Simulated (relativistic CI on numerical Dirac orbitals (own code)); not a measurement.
# Yb³⁺ (4f13) in a crystal field

Calculated by Dirac-Coulomb-Breit CI, KLI orbitals optimised for each configuration, a model potential for QED, valence Slater integrals scaled by 0.7, one configuration in a parametric crystal field (own radial code).

Field parameters in Wybourne normalisation; cubic f-shell fields have B⁴₄ = √(5/14) B⁴₀ and B⁶₄ = −√(7/2) B⁶₀. The field is a parameter set, without covalency.

S is read from ⟨S²⟩ = S(S + 1).

Powder χT (cm³ K mol⁻¹) by Van Vleck's formula, with temperature-independent terms:

| Field | 2 K | 5 K | 10 K | 20 K | 50 K | 100 K | 200 K | 300 K |
| --- | --- | --- | --- | --- | --- | --- | --- | --- |
| D3d, B20 = 2260, B40 = 110, B43 = -770, B60 = 210, B63 = -670, B66 = 280 cm⁻¹ | 1.24 | 1.26 | 1.29 | 1.34 | 1.51 | 1.78 | 2.12 | 2.29 |
| D3h, B20 = -350, B40 = -150, B60 = -80, B66 = 250 cm⁻¹ | 1.45 | 1.49 | 1.57 | 1.74 | 2.13 | 2.4 | 2.53 | 2.56 |
| D4h, B20 = 2250, B40 = 2500, B44 = 1480, B60 = -60, B64 = 430 cm⁻¹ | 1.34 | 1.35 | 1.36 | 1.4 | 1.5 | 1.66 | 1.95 | 2.13 |
| D4h, B20 = 1580, B40 = -860, B44 = 420, B60 = 530, B64 = -70 cm⁻¹ | 1.38 | 1.45 | 1.55 | 1.76 | 2.12 | 2.32 | 2.44 | 2.48 |
| Oh, B40 = 2660, B60 = 850 cm⁻¹ | 0.675 | 0.686 | 0.704 | 0.74 | 0.85 | 1.03 | 1.39 | 1.72 |
| Oh, B40 = 2300, B60 = 590 cm⁻¹ | 0.677 | 0.69 | 0.713 | 0.759 | 0.897 | 1.13 | 1.57 | 1.91 |

Question: For D3h, B20 = -350, B40 = -150, B60 = -80, B66 = 250 cm⁻¹: what effective moment follows at 300 K?

Answer: μ_eff = √(8χT) = 4.52 μB. The LS value g√(J(J + 1)) of the free ion's ²F°7/2 level is 4.54 μB.
